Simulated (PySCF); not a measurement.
PySCF input:

```python
from pyscf import gto, scf, dft

mol = gto.M(
    atom='''
    Si    0.00816633    0.00831225    0.08175443
    C     1.82395228    0.29334866   -0.27202618
    C    -0.69006709   -1.35942665   -1.01960407
    C    -0.95928070    1.59706453   -0.12656638
    O    -0.22741011   -0.66223480    1.58415382
    H     1.96341223    0.67697835   -1.28597433
    H     2.39109890   -0.63370815   -0.17426966
    H     2.24775852    1.02368072    0.42036357
    H    -0.59013038   -1.03024721   -2.05775541
    H    -1.74344173   -1.53782970   -0.80688689
    H    -0.13819298   -2.28975679   -0.89078183
    H    -2.02252352    1.43371115    0.05639901
    H    -0.84069032    1.99046989   -1.13942382
    H    -0.60996538    2.36228946    0.56971648
    ''',
    basis='def2-tzvpd',
    charge=0,
    spin=1,
    verbose=4,
)

mf = dft.UKS(mol, xc='m062x').density_fit(auxbasis='def2-universal-jkfit')
mf.grids.level = 4
mf.conv_tol = 1e-9
mf.max_cycle = 100
mf.max_memory = 1500
mf.kernel()
if not mf.converged:
    mf = mf.newton()
    mf.kernel(mf.make_rdm1())
for _ in range(2):
    mo, _, stable, _ = mf.stability(return_status=True)
    if stable:
        break
    mf.kernel(mf.make_rdm1(mo, mf.mo_occ))
mf.analyze()
```

**Question.** Predict the final energy.

**Answer.** -484.42452 Eh (M06-2X/def2-TZVPD).

It need not be the lowest isomer of its formula.
